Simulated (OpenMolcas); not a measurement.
**Computed levels of Ce IV**

| Quantity | Value |
| --- | --- |
| Program | OpenMolcas |
| Method | XMS-CASPT2, IPEA 0.25 Eh, imaginary shift 0.1 Eh (closed shells correlated: 5s 5p) |
| Basis | ANO-RCC-VTZP [8s7p5d3f2g1h] |
| Scalar Hamiltonian | DKH2, point nucleus |
| Active space | 1 electron in 7 orbitals (4f) |
| State averaging | 2S+1 = 2 odd, 7 roots |
| Spin-orbit coupling | state interaction with AMFI integrals over the reference wave functions, term energies averaged over their components |

Spin-free terms above the lowest, with the occupations of the reference:

```json
{"Configuration": "4f", "Term": "2F*", "E (cm-1)": "0.0", "Occupations": "4f 1.00"}
```

With spin-orbit coupling, above the lowest level:

```json
{"Configuration": "4f", "Term": "2F*", "J": "5/2", "E (cm-1)": "0.0", "Measured (cm-1)": "0.0", "Term weight %": "100"}
{"Configuration": "4f", "Term": "2F*", "J": "7/2", "E (cm-1)": "2416", "Measured (cm-1)": "2253", "Term weight %": "100"}
```

Against the measured value (Martin, Zalubas and Hagan, Atomic Energy Levels: The Rare-Earth Elements, NSRDS-NBS 60 (1978)): 4f 2F* 7/2: computed 2416, measured 2253 cm-1 (+7.2 %).

Spin-orbit coupling puts the lowest level 1380 cm-1 below the lowest spin-free term.

With one active electron, CASPT2 adds the correlation within the correlated inactive shells and between them and that electron, and leaves the splitting within a term as the reference gives it. Measured partners are found by configuration, term and J. A level has none where our copy of the source lacks it or the pairing is in doubt (some pairs that miss far off the trend of their configuration count as doubtful), and it then counts in no deviation. Levels of configurations outside the active space are missing.

The CASPT2 steps took 2.7 s on 1 thread of Arm Neoverse V1 (shared host); the integral step is not counted.

The term weight is that of the spin-free term in the level, not the purity of its configuration. * marks odd parity.
